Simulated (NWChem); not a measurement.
System: SnHI₃; SMILES [I][SnH]([I])[I]

Program: NWChem. Medium grid unless said otherwise, to which SCAN and Minnesota functionals are sensitive. Coordinates come from a PBE-D3(BJ)/def2-SVP optimisation. No frequency run checked for a minimum. def2 effective core potentials on Sn, I; no spin-orbit coupling.

Problem. Order these by “orbital gap (eV)”, lowest first: RPBE/def2-SVP; M06-2X/def2-SVP; B3LYP/def2-SVP; MN15-L/def2-SVP; PW6B95/def2-SVP.

Solution. RPBE/def2-SVP (2.70), MN15-L/def2-SVP (3.24), B3LYP/def2-SVP (4.00), PW6B95/def2-SVP (4.56), M06-2X/def2-SVP (6.51)
